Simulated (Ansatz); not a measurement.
`N[CH2][Zn][F]` → C• + F• + 4 H• + N• + Zn (atom)  (atomization)

Gas-phase electronic energies from Ansatz, PBE0-D4/def2-TZVP geometries. CCSD(T)/CBS is the MP2 limit (def2-TZVPP, def2-QZVPP) plus CCSD(T) − MP2 in def2-TZVPP, frozen cores. This one scheme is used for every species, atoms too. DFT in def2-TZVPP. B3LYP here is the variant with VWN-RPA as its local correlation; programs differ in this. Open shells (•) are unrestricted, without spin–orbit coupling. Spin–orbit coupling would lower the free atoms: a little for C, F. For Zn outer-core shells are correlated without core-valence functions, so the limit isn't a true one: a few kJ/mol of doubt a bond, and 10 to 20 or more in all where bonds break to atoms. Scalar relativity is left out up to krypton. One conformer a species, not always the lowest.

`N[CH2][Zn][F]`:

Cartesian coordinates in Å:
```
N 0.690 0.009 -1.056
C 0.341 0.252 0.341
Zn -1.283 -0.688 0.820
F -2.754 -1.547 1.250
H 0.024 0.440 -1.683
H 1.596 0.408 -1.274
H 1.119 -0.185 0.975
H 0.266 1.311 0.626
```

| level | ΔE (kJ/mol) | difference from CCSD(T)/CBS |
| --- | --- | --- |
| PBE-D4 | 2636.1 | 62.8 |
| r2SCAN-D4 | 2575.1 | 1.8 |
| PBE0-D4 | 2567.5 | -5.8 |
| B3LYP-D4 | 2557.5 | -15.8 |
| ωB97X-V | 2586.5 | 13.2 |
| ωB97M-V | 2575.6 | 2.3 |
| B2PLYP | 2539.3 | -34.0 |
| PBE | 2625.2 | 51.9 |
| r2SCAN | 2572.5 | -0.8 |
| PBE0 | 2558.4 | -14.9 |
| B3LYP | 2539.9 | -33.4 |
| HF/def2-TZVPP | 1745.2 | -828.1 |
| MP2/def2-TZVPP | 2554.7 | -18.6 |
| SCS-MP2/def2-TZVPP | 2534.8 | -38.5 |
| CCSD/def2-TZVPP | 2446.1 | -127.2 |
| CCSD(T)/def2-TZVPP | 2488.9 | -84.4 |
| HF/def2-QZVPP | 1757.8 | -815.5 |
| MP2/def2-QZVPP | 2607.6 | 34.3 |
| SCS-MP2/def2-QZVPP | 2593.3 | 20.0 |
| HF/CBS(def2) | 1759.6 | -813.7 |
| MP2/CBS(def2) | 2639.2 | 65.9 |
| CCSD/CBS(def2) | 2530.5 | -42.8 |
| CCSD(T)/CBS | 2573.3 | 0 |

Largest T1 diagnostic among the species: 0.017.

In def2-TZVPP, CCSD(T) changes the Hartree–Fock value by +743.6 kJ/mol (the triples alone add +42.8 kJ/mol) and MP2 by +809.5 kJ/mol; breaking electron pairs costs correlation energy, which Hartree–Fock lacks. The D4 term adds +17.6 kJ/mol with B3LYP and +9.1 kJ/mol with PBE0; it sums over pairs of atoms, weighted by their polarisabilities, and B3LYP, whose exchange is more repulsive, gets the larger term.

For atomizations the MP2-based limit and the directly extrapolated one differ by several kJ/mol either way, and by 10 to 25 for some Ge, Se and Sn compounds, so smaller differences from it don't rank the levels.
